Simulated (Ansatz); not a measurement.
`C#C[SiH](F)Cl` → `C#CF` + `[SiH]Cl` at 600 K and 1 bar (silylene formation by 1,1-elimination).

Isolated molecules relaxed with PBE0-D4/def2-TZVP in Ansatz; ΔE leaves out vibrations. CBS: MP2 limit from def2 TZ/QZ plus the TZ coupled-cluster correction, frozen cores. This one scheme is used for every species.

```
        species  CCSD(T)/CBS energy (Eh)  H − E (kJ/mol)  S (J/(mol·K))
`C#C[SiH](F)Cl`               -926.02177           137.7          405.2
         `C#CF`               -176.38388            82.8          269.3
      `[SiH]Cl`               -749.43948            44.3          282.6
```

H − E and S are ideal-gas, rigid-rotor, harmonic terms from PBE0-D4/def2-TZVP, for one conformer and one mirror image of each species. 1 Eh = 2625.50 kJ/mol, R = 8.31446 J/(mol·K).

By hand: ΔE, ΔH, ΔS and ΔG.

ΔE = (-176.38388) + (-749.43948) − (-926.02177) = 0.19841 Eh = 520.9 kJ/mol. Δ(H − E) = 82.8 + 44.3 − 137.7 = -10.6, so ΔH = 510.3 kJ/mol. ΔS = 269.3 + 282.6 − 405.2 = 146.7 J/(mol·K). ΔG = 510.3 − 600 × (146.7)/1000 = 422.3 kJ/mol.

By hand: the equilibrium constant, and the temperature at which ΔG would vanish if ΔH and ΔS stayed fixed.

log₁₀ K = −ΔG/(RT ln 10) = -36.8. ΔG = 0 at ΔH/ΔS = 3479 K, far beyond where these terms or the molecules hold.

The number of gas molecules changes by +1, which sets the sign of ΔS. A doubt of 5 kJ/mol in ΔE shifts log₁₀ K by 0.4 here. Other conformers and mirror images would add mixing entropy, several J/(mol·K) or more a flexible species. These are equilibria of isolated gas molecules and say nothing of rates. Largest T1 diagnostic: 0.013 (customary marks: 0.02 for closed shells, 0.045 for open ones).
